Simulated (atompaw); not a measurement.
**rhenium: one change to a PAW (atompaw) potential, before and after**

Re (Z = 75), PAW, made with atompaw 4.2.0.5 (PBE, scalar-relativistic). Core [Kr] 4d10 4f14, reference 5s2 5p6 5d5 6s1.5 6p0 (charge +0.5). Waves: 5s (bound): rc 1.60 bohr; 6s (bound): rc 1.95 bohr; 5p (bound): rc 1.50 bohr; 6p (bound, empty): rc 1.85 bohr; 5d (bound): rc 1.95 bohr; 5d channel at 0.6 Ry: rc 1.95 bohr; 5f channel at 0.05 Ry: rc 1.95 bohr. Local part: bessel scheme, radius 1.90 bohr. Core correction: smooth core density matched at 1.20 bohr. Augmentation charge: gaussian compensation charge, radius 1.60 bohr; PAW radius 1.95 bohr; waves and projectors: custom polynom gramschmidtortho.

All-electron outer shells of the reference configuration (PBE, scalar-relativistic, ld1.x):

```
shell  level (eV)  outermost node (bohr)  outermost maximum (bohr)
   5s      -88.99                   0.52                      0.93
   5p      -50.76                   0.56                      1.06
   4f      -46.04                      –                      0.41
   6s       -9.22                   1.24                      2.51
   5d       -9.03                   0.62                      1.41
   6p       -4.02                   1.48                      3.39
```

Change: local potential bessel scheme, radius 1.04 bohr.

Cutoffs: the cutoffs (Ry, on a coarse ladder) from which the occupation-weighted sum of valence levels, in a spherical-Bessel basis at the reference potential, stays within 10 and 1 mRy of its value at 400 Ry; they do not see the model core or the augmentation charge, which bear on the density cutoff.

Q: What does the change do?

A: The potential gets neither clearly harder nor softer (35 Ry and 55 Ry → 35 Ry and 55 Ry); the range in which the s phases agree narrows (upper end at the end of the scan → 3.6); the range in which the p phases agree narrows (upper end at the end of the scan → 2.8); neither file shows a bound ghost.

```tsv
quantity	base	changed
cutoff, loose	35 Ry	35 Ry
cutoff, tight	55 Ry	55 Ry
bound ghosts	none	none
s: phases at 1.96 bohr within 0.05 rad from the reference energy up to (Ry; the scan ends near 5)	to the end of the scan	3.6
p: phases at 1.96 bohr within 0.05 rad from the reference energy up to (Ry; the scan ends near 5)	to the end of the scan	2.8
d: phases at 1.96 bohr within 0.05 rad from the reference energy up to (Ry; the scan ends near 5)	to the end of the scan	to the end of the scan
f: phases at 1.96 bohr within 0.05 rad from the reference energy up to (Ry; the scan ends near 5)	2.0	1.5
lowest overlap eigenvalue by channel	s 0.62, p 0.69, d 0.95, f 1.00	s 0.63, p 0.75, d 0.93, f 1.00
```

 The cutoffs see the waves, projectors and local potential, not the compensation charge or the core.
